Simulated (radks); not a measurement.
Ge XV, 18 electrons, occupied as [Ar]. Method: scalar-relativistic Kohn-Sham, LDA (Slater exchange, Perdew-Wang correlation), spin-polarised, spherical densities, finite nucleus; Fermi nuclear charge, rms radius 4.0742 fm; computed with a radial shooting solver on a logarithmic mesh with Libxc functionals.

Unscreened Slater integrals over Kohn-Sham orbitals (cm^-1). They are taken over the spin-up orbitals.

integral     value
F0(3p,3p)   358970
F2(3p,3p)   181630
F0(3p,3s)   356730
G1(3p,3s)   234870
F0(3p,2p)   479160
F2(3p,2p)   111710
G0(3p,2p)    44586
G2(3p,2p)    47956
F0(3p,2s)   466730
G1(3p,2s)    34844
F0(3s,3s)   355150
F0(3s,2p)   467720
G1(3s,2p)    44545
F0(3s,2s)   458850
G0(3s,2s)    35493
F0(2p,2p)  1094100
F2(2p,2p)   517530
F0(2p,2s)  1004900
G1(2p,2s)   576010
F0(2s,2s)   947840
